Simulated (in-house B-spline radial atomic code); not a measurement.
RPA and G0W0 on LC-wPBE: the cobalt ion Co⁴⁺

Configuration [Ar] 3d5, highest spin, mean-field start LC-wPBE. Computed with an all-electron radial atomic-structure program (B-spline basis): all electrons, non-relativistic, point nucleus, each spin shell either full or empty, empty states to l = 9 with an (l + 1/2)⁻⁴ tail; G0W0 by contour deformation at full frequency.

Command:
```bash
python run_gw.py task.json out
```
Settings (radii: box in bohr, nucleus in fm):
```
Z                        27
electrons                23
configuration            [Ar] 3d5
hamiltonian              nr
method                   lc_wpbe
lmax                     9
spin_polarised           True
box_radius               11.96
intervals                50
```

Cost of the run: 1.5 s on 1 thread of AMD EPYC 7R13 Processor (shared host).

Energies (hartree):

| term | value |
| --- | --- |
| mean-field total | -1378.44657 |
| Hartree-Fock functional on these orbitals | -1377.61782 |
| direct second order | -1.7128 |
| second-order exchange | 0.56119 |
| SOSEX correction | 0.52112 |

Q: What is the RPA correlation energy, and what remains with SOSEX?

A: RPA gives -1.5251 hartree (-1.8 eV per electron); RPA + SOSEX gives -1.004, and the second-order doubles -1.1516 hartree (no singles). RPA lacks exchange-type terms and so overcorrelates at short range.

Quasi-particle levels (eV):

```tsv
level	occupied	mean field	Σx - vxc	Σc	QP weight	G0W0
3d up	yes	-74.23	-7.46	?	?	?
3p down	yes	-126.41	-6.69	0.61	0.951	-132.49
3d down	no	-56.83	9.84	-5.19	0.960	-52.19
```

G0W0 = mean field + (Σx - vxc) + Σc, with Σc (partial-wave tail included) taken at the quasi-particle energy. Only the outer levels were computed. Levels of low weight are left out.

Q: Where does G0W0 put 3d up?

A: At -80.50 eV, with Σc = 1.19 eV and a quasi-particle weight of 0.958. The tabulated removal energy is 79.5 ± 0.2 eV (NIST, semi-empirical); the calculation leaves out relativity, Breit and QED terms, and what these don't explain is the method's own error.
